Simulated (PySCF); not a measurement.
Predicted microwave data (PBE0/def2-SVPD in PySCF (dipole) on a GFN2-xTB geometry, gas phase) for one isomer of C7H8ClF:

| Item | Value |
| --- | --- |
| Rotational constants | A = 3699, B = 600.5, C = 539.8 MHz |
| Dipole components | \|μa\| = 0.05 D, \|μb\| = 0.23 D, \|μc\| = 0.79 D |
| Inertial defect | -41.97 u·Å² |
| κ | -0.96 |

Problem. Which candidate fits, each taken in the one conformer that was computed?
A. `[CH2:1]=[C:2]1/[C:3](=[CH:4]\[CH2:5][F:6])[CH2:7][C@@H:8]1[Cl:9]` with C3–C4–C5–F6 164°
B. `F[C@@]12C=C[C@@H](C1)[C@@H](Cl)C2`
C. `F[C@@H]1C[C@H]2C=C[C@@H]1[C@H]2Cl`

Solution. A. It is C=C1/C(=C\CF)C[C@@H]1Cl, a near-prolate asymmetric top, point group C1. The candidates at the same level (rigid rotor, commonest isotopes):

| SMILES | A (MHz) | B (MHz) | C (MHz) | μa (D) | μb (D) | μc (D) | Δ (u·Å²) | point group | rotor |
| --- | --- | --- | --- | --- | --- | --- | --- | --- | --- |
| F[C@@H]1C[C@H]2C=C[C@@H]1[C@H]2Cl | 2052 | 1464 | 1150 | 3.37 | 0.85 | 0.18 | -151.75 | C1 | asymmetric top |
| F[C@@]12C=C[C@@H](C1)[C@@H](Cl)C2 | 2605 | 1116 | 947.7 | 0.58 | 1.99 | 0.72 | -113.70 | C1 | asymmetric top |
| C=C1/C(=C\CF)C[C@@H]1Cl | 3699 | 600.5 | 539.8 | 0.05 | 0.23 | 0.79 | -41.97 | C1 | near-prolate asymmetric top |

`F[C@@H]1C[C@H]2C=C[C@@H]1[C@H]2Cl` has B 144 % too high; `F[C@@]12C=C[C@@H](C1)[C@@H](Cl)C2` has B 86 % too high. No structure here is proved a minimum.
